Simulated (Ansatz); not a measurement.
`N[SiH]([GaH2])[TeH]`. Charge 0, multiplicity 1. Te takes the def2 core potential.

Cartesian coordinates in Å:
```
N 1.725 -0.945 -0.654
Si 0.093 -0.461 -0.597
Ga -0.630 1.708 -0.003
Te -0.936 -0.435 1.893
H 2.012 -1.905 -0.553
H 2.464 -0.299 -0.431
H -0.724 -1.539 -1.209
H 0.472 2.601 0.659
H -2.062 2.169 -0.410
H -2.415 -0.894 1.303
```

Q: What are the harmonic wavenumbers in cm⁻¹ at PBE0-D4/def2-TZVP (Ansatz, finite differences of forces, unscaled)? (An estimate is asked.)

A: The calculation gave: 91, 122, 132, 222, 264, 315, 339, 386, 396, 433, 479, 538, 619, 704, 734, 882, 913, 1578, 1967, 1994, 2155, 2224, 3605, 3706.

Q: Is this a minimum?

A: Yes, all 24 modes are real.

Q: Give the ideal-gas thermochemistry at 298.15 K and 1 bar (rigid rotor, harmonic oscillator; point group C1, symmetry number 1).

A: Zero-point energy 148.3 kJ/mol; H(298) − E = 173.3 kJ/mol; entropy 389.9 J/(mol·K), of which translation 177.5, rotation 123.8, vibration 88.5; G(298) − E = 57.0 kJ/mol. Modes under 100 cm⁻¹ are hindered rotations or soft bends, so the harmonic entropy is rough.

Q: Rotational constants (cm⁻¹)?

A: 0.06547, 0.03825, 0.02589.
